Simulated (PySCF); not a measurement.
C4H8OSi, SMILES C(=C1\OCC1)/[SiH3]. The structure is a stationary point at ωB97X-D3(BJ)/def2-SVP. The structure was generated by enumeration; whether it is a known compound was not checked.

All values below come from ωB97X-D3(BJ)/def2-SVP (PySCF 2.14.0).

Harmonic wavenumbers (cm⁻¹): 92, 119, 151, 190, 398, 475, 578, 665, 767, 798, 837, 844, 928, 958, 958, 982, 1009, 1063, 1063, 1155, 1173, 1204, 1239, 1286, 1389, 1454, 1514, 1787, 2235, 2240, 2246, 3098, 3123, 3166, 3191, 3199. Rotational constants (GHz): 8.606, 1.499, 1.318; symmetry number 1.

Task: Work out the zero-point energy and the ideal-gas rigid-rotor harmonic-oscillator thermochemistry at 298.15 K and 1 atm.

Result: ZPE = ½ Σ hcν = ½ × 47572 cm⁻¹ = 68.01 kcal/mol. H − E(el) = 73.01 kcal/mol. Entropy in cal/(mol K): translation 39.72, rotation 27.34, vibration 15.89, total 82.95. G − E(el) = 48.28 kcal/mol. Cp = 26.90 cal/(mol K). Modes under 150 cm⁻¹ make the vibrational entropy uncertain.
